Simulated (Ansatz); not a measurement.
hydrogen telluride (SMILES [TeH2]) moved off its minimum; all values from Ansatz (a first-principles code), cores frozen in correlated methods. Elements past Kr take the def2 small-core potentials, without spin–orbit coupling.
(charge 0, multiplicity 1)
```xyz
3

Te    -0.06906     0.17868     0.22486
H     -1.14434    -1.11815    -0.14465
H      1.04521    -1.16035     0.05624
```

Forces at r2SCAN/def2-TZVPP (eV/Å):

```
atom      Fx      Fy      Fz
----  ------  ------  ------
Te1    0.212  -2.172  -0.426
H2     0.251   0.971   0.224
H3    -0.462   1.201   0.203
```

Q: Give the forces (eV/Å), the total energy and the dipole at CCSD(T)/def2-TZVPPD.

A: 
| atom | Fx | Fy | Fz |
|---|---|---|---|
| Te1 | 0.211 | -2.092 | -0.410 |
| H2 | 0.205 | 0.931 | 0.211 |
| H3 | -0.416 | 1.160 | 0.199 |
Energy -268.3259 hartree, dipole 0.07 D.
